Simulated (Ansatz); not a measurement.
`C[SiH](C)[SnH3]` + H₂O → `[OH][SnH3]` + `C[SiH2]C`  (formal hydrolysis of the Sn–Si bond)

Calculated with Ansatz (gas phase, PBE0-D4/def2-TZVP geometries, no zero-point term in ΔE). CCSD(T)/CBS adds triple-zeta CCSD(T) − MP2 to the extrapolated MP2 energy (def2 sets, frozen cores). This one scheme is used for every species. Functionals use def2-TZVPP. B3LYP here is the variant with VWN-RPA as its local correlation; programs differ in this. Elements past krypton have def2 core potentials. For Sn outer-core shells are correlated without core-valence functions, which leaves a few kJ/mol of doubt a bond.

| level | ΔE (kcal/mol) |
| --- | --- |
| r2SCAN | 2.3 |
| B3LYP | 0.3 |

(1) What does CCSD(T)/CBS give? (Best estimate.)

Largest T1 diagnostic among the species: 0.014.

## Answers

(1) Computed: +3.7 kcal/mol. The listed levels differ from it by -1.4, -3.4 kcal/mol.

In def2-TZVPP, CCSD(T) changes the Hartree–Fock value by +5.4 kcal/mol (the triples alone add +0.4 kcal/mol) and MP2 by +5.8 kcal/mol. The D4 term adds +2.3 kcal/mol with B3LYP and +1.4 kcal/mol with PBE0; it sums over pairs of atoms, weighted by their polarisabilities, and B3LYP, whose exchange is more repulsive, gets the larger term.
